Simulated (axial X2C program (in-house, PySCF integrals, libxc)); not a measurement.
**RuB⁻: from the spin-free to the two-component result**

All values were computed with an in-house relativistic program for diatomic molecules. Spin-free means the one-electron spin-free X2C Hamiltonian; two-component (2c) means X2C with spin–orbit coupling and atomic mean-field two-electron Coulomb and Gaunt terms, so the difference of the two also holds small scalar two-electron terms. Basis: Ru dyall-acv3z [13s13p9d5f3g], B dyall-av3z [8s7p3d2f] (cores contracted in-house); Gaussian nuclei, density fitting, unrestricted open shells. Masses: Ru 101.904 u, B 11.009 u.

Spin-free state: M_S = 1, Λ = 2 (beyond evenly filled blocks: σα, δ+α, δ+β, δ-α); fragments Ru- + B.

```tsv
level	Re (Å)	ωe (cm⁻¹)	De (eV)	μ (D)
PBE0	1.717	918.7	4.875	-1.82
CCSD(T)	1.709	938.8	4.419	n/a
```

Correlated methods: 12 electrons correlated (number of frozen shells: Ru 4 s, 3 p, 1 d; B 1 s), 312 virtual spin orbitals or spinors in MP2, 90 natural virtuals in coupled cluster.

Dipoles are positive if B is the positive end and refer to the centre of mass.

Two-component determinant lowest at the distance of the search:

Ω = 3 (⟨Sz⟩ = 1.00, ⟨Lz⟩ = 2.00 at HF); fragments Ru- + B.

```json
{"level": "PBE0", "Re (Å)": "1.716", "ωe (cm⁻¹)": "918.8", "μ (D)": "-1.82"}
{"level": "CCSD(T)", "Re (Å)": "1.707", "ωe (cm⁻¹)": "939.4", "μ (D)": "n/a"}
```

Q: From the two tables, how do the constants change at the CCSD(T) level (2c against spin-free)?

A: At the CCSD(T) level Re falls by 0.002 Å and ωe rises by 0.6 cm⁻¹.

The state is a single determinant with fixed occupations, the lowest that a limited PBE0 search found. Dissociation energies refer to the lowest single-determinant-based atoms at the same level and basis. De is not given where an atomic determinant may have missed its ground term or J level, or where the truncated virtual space spoils (T). Density functionals use the spin component along the axis (collinear). Coupled cluster ran in a truncated set of natural virtual spinors; the MP2 energy of the rest was added. (T) has no such correction and the atoms are truncated less, which lowers De at CCSD(T) by a hundredth of an eV or more. PBE0 can misorder states that lie within some tenths of an eV, so this need not be the ground state of the molecule. The nearest other spin-free determinant of the search, M_S = 0, Λ = 2, lies 0.17 eV up at the distance of the search. Without a current term, density functionals place determinants with orbital angular momentum somewhat too high. With several unpaired electrons one determinant need not be a pure state. The highest occupied level of some functionals is positive through self-interaction error; at Hartree–Fock it is bound. The determinant is spin-polarised beyond a pure state at some levels (its spin-free form has ⟨S²⟩ too high), which makes Re and μ there less reliable. The T1 diagnostic is large, a sign of multireference character.
